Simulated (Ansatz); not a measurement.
Calculated with Ansatz (gas phase, PBE0-D4/def2-TZVP geometries, no zero-point term in ΔE). CBS: MP2 limit from def2 TZ/QZ plus the TZ coupled-cluster correction, frozen cores. This one scheme is used for every species. DFT in def2-TZVPP. For Ge outer-core shells are correlated without core-valence functions, which leaves a few kJ/mol of doubt a bond. Scalar relativity is left out up to krypton. One conformer a species, not always the lowest.

`[F][AlH][GeH3]` + `S[SiH2]Cl` → `Cl[SiH2][S][GeH3]` + `[F][AlH2]`  (cleavage of the Ge–Al bond)

`[F][AlH][GeH3]`:

```xyz
7

F    -2.355   -1.054   -0.306
Al   -1.385    0.262   -0.071
Ge    1.047   -0.150    0.043
H    -2.120    1.654    0.076
H     1.490   -0.369    1.503
H     1.472   -1.394   -0.756
H     1.849    1.052   -0.489
```

`S[SiH2]Cl`:

```xyz
6

S    -0.775    1.248   -0.865
Si    0.377   -0.070    0.331
Cl    1.105   -1.676   -0.722
H    -1.802    0.391   -0.999
H    -0.427   -0.624    1.441
H     1.521    0.731    0.814
```

`Cl[SiH2][S][GeH3]`:

Cartesian coordinates in Å:
```
Cl 3.017 0.569 -1.614
Si 1.287 0.660 -0.520
S -0.006 -0.873 -1.205
Ge -1.421 -0.731 0.516
H 0.695 2.002 -0.719
H 1.626 0.466 0.911
H -2.777 -1.212 -0.009
H -0.923 -1.616 1.666
H -1.497 0.736 0.972
```

`[F][AlH2]`:

```xyz
4

F     0.224    1.384   -0.759
Al   -0.008   -0.048    0.027
H    -1.457   -0.337    0.573
H     1.241   -1.000    0.160
```

```tsv
level	ΔE (kJ/mol)
PBE0-D4	-13.9
MP2/def2-TZVPP	-29.0
```

Problem. What does CCSD(T)/CBS give? (Estimate.)

Solution. Ansatz gave: -19.6 kJ/mol. The listed levels differ from it by 5.7, -9.4 kJ/mol.

Largest T1 diagnostic among the species: 0.013.

At CCSD(T), def2-SVP lies +5.7 kJ/mol from the extrapolated value and def2-TZVPP +0.6 kJ/mol. From PBE to PBE0 (25 % exact exchange), in def2-TZVPP and without D4, ΔE moves by −4.9 kJ/mol.
